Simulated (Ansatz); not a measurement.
The same path of Cl4FTa + H2 (8 atoms, charge 0, multiplicity 1) was run 3 times with different band settings. Lost on the way: H7–H8. Made: Ta1–H7, F2–H8.

Theory: RKS PBE-D4/def2-SVP (Ansatz).

Relaxed end points:

```xyz
8
Properties=species:S:1:pos:R:3
Ta -0.190 0.334 0.073
F 1.668 0.475 0.291
Cl -0.354 0.648 2.389
Cl 0.237 -0.070 -2.195
Cl -1.419 2.211 -0.379
Cl -1.433 -1.598 0.215
H 1.513 -2.690 0.717
H 2.127 -2.228 0.725
```

```xyz
8
Properties=species:S:1:pos:R:3
Ta -0.276 -0.370 0.163
F 2.029 0.372 0.334
Cl -0.244 -0.319 2.491
Cl 0.312 -1.011 -1.998
Cl -0.426 1.901 -0.205
Cl -2.350 -1.322 0.052
H 1.022 -1.580 0.510
H 2.083 -0.591 0.489
```

Common settings: movable images 7; climbing image yes; optimiser quadratic models (default); start path through a guess of the saddle point; iteration limit 60; end points relaxed.

| run | spring | force threshold |
| --- | --- | --- |
| 1 | 5.0 eV/Å² | 0.05 eV/Å |
| 2 | 20.0 eV/Å² | 0.05 eV/Å |
| 3 | 5.0 eV/Å² | 0.2 eV/Å |

Problem. What does each run give, and how far can it be trusted?

Solution. Run 1: converged after 12 iterations, highest image 1.276 eV above the first end. A vibrational analysis at the climbing image gives one clearly imaginary mode, 411i cm⁻¹: a first-order saddle point.
Run 2: converged after 13 iterations, highest image 1.276 eV above the first end. Another band between the same ends (7 images) ends at a top of the same energy, where a vibrational analysis finds 1 clearly imaginary mode.
Run 3: converged after 10 iterations, highest image 1.273 eV above the first end. The threshold of 0.2 eV/Å is loose, so the images may lie well off the minimum-energy path. Another band between the same ends (7 images) ends at a top of the same energy, where a vibrational analysis finds 1 clearly imaginary mode.
The orbitals stay closed-shell, which can raise the energy where a bond breaks towards radicals; this wasn't checked here.
